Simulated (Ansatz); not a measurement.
`[SiH3][SiH]1CO[SiH2]1` + `C[S][Sn][OH]` → `C[S][Sn][O][SiH3]` + `C1O[SiH2][SiH2]1`  (cleavage of the Si–Si bond)

Calculated with Ansatz (gas phase, PBE0-D4/def2-TZVP geometries, no zero-point term in ΔE). CCSD(T)/CBS adds triple-zeta CCSD(T) − MP2 to the extrapolated MP2 energy (def2 sets, frozen cores). Elements past krypton have def2 core potentials. For Sn outer-core shells are correlated without core-valence functions, which leaves a few kJ/mol of doubt a bond. One conformer a species, not always the lowest.

```
                species  CCSD(T)/CBS(def2) energy (Eh)
`[SiH3][SiH]1CO[SiH2]1`                     -985.26655
         `C[S][Sn][OH]`                     -727.49807
    `C[S][Sn][O][SiH3]`                    -1017.81947
     `C1O[SiH2][SiH2]1`                     -694.98293
```

(1) Work out ΔE.

Largest T1 diagnostic among the species: 0.016.

Results:

(1) ΔE = (-1017.81947) + (-694.98293) − (-985.26655) − (-727.49807) = -0.03778 Eh = -1.03 eV.

In def2-TZVPP, CCSD(T) changes the Hartree–Fock value by +0.29 eV (the triples alone add +0.04 eV) and MP2 by +0.22 eV. From PBE to PBE0 (25 % exact exchange), in def2-TZVPP and without D4, ΔE moves by −0.09 eV.
